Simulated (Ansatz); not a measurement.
```xyz
12

C    -0.9014   -1.0623    1.5291
C    -0.3687   -0.0459    0.9138
C     0.1638    0.9783    0.3021
S     0.3558    2.5902    0.9983
O     0.6533    0.9652   -0.9633
Si    0.6372   -0.3972   -1.9239
H    -1.9683   -1.2697    1.4738
H    -0.3024   -1.7500    2.1228
H    -0.2008    2.2816    2.1789
H    -0.7558   -0.8568   -2.1450
H     1.4310   -1.4815   -1.2957
H     1.2564    0.0483   -3.1908
```

Total charge 0; spin multiplicity 1.

Problem. List the B3LYP/def2-TZVPP orbital energies in eV (Ansatz). (Estimate.)

Solution. Ansatz gave: Occupied: -2418.34, -1799.70, -521.45, -279.61, -277.51, -277.15, -216.32, -160.90, -160.81, -160.65, -144.17, -99.53, -99.46, -99.46, -29.01, -22.19, -20.81, -18.50, -16.67, -13.78, -13.29, -12.96, -12.60, -11.77, -10.69, -10.05, -9.60, -9.36, -7.94, -7.93, -6.09. Lowest empty: -1.12, 0.13, 0.30, 0.33, 1.28, 1.41, 1.58, 1.75.

B3LYP here is the variant with VWN-RPA as its local correlation; programs differ in this.
